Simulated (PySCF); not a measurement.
**Two-component Hartree-Fock for Mo³⁷⁺ (molybdenum, charge +37)**

Start: [He] 2s2 2p1; 2p1/2 filled at m_j = +1/2. Calculated with PySCF 2.14 in an even-tempered Gaussian basis (17 s from 17 bohr⁻², ratio 2.4; 12 p from 21 bohr⁻², ratio 2.4; 5 d from 71 bohr⁻², ratio 2.6; 4 f from 110 bohr⁻², ratio 2.6): generalised Hartree-Fock with the X2C-1e Hamiltonian and a Gaussian nucleus; one run each with spin-orbit coupling (SO) switched off, then screened by Boettger's factors.

```csv
spinor shell,electrons,"ε, spin-free (eV)","ε, screened SO (eV)",weight of nominal j (screened SO),"rms radius, screened SO (bohr)"
1s1/2,2,-23126.5,-23121.5,1.000,0.0401
2s1/2,2,-5380.3,-5378.7,1.000,0.156
2p1/2,1,-5212.8,-5296.6,1.000,0.134
```

| quantity | spin-free | screened SO |
| --- | --- | --- |
| E (hartree) | -2385.23412 | -2388.31263 |
| M_J | 1/2 | 1/2 |
| ⟨J²⟩ | 0.750 | 0.750 |
| ⟨L²⟩ | 2.000 | 2.000 |
| ⟨S²⟩ | 0.750 | 0.750 |

Each row is a mean over spinors that exchange with the open shell spreads, by up to 11.120 eV (2s1/2).

Breit and QED terms are absent; they matter most for the inner s and p1/2 levels.

Densities and radii are taken from the X2C orbitals without a picture-change correction, which distorts them close to the nucleus.

Without spin-orbit coupling the j labels of p, d and f shells carry no meaning; the spin-free column gives the mean over the occupied spinors of each nl shell.
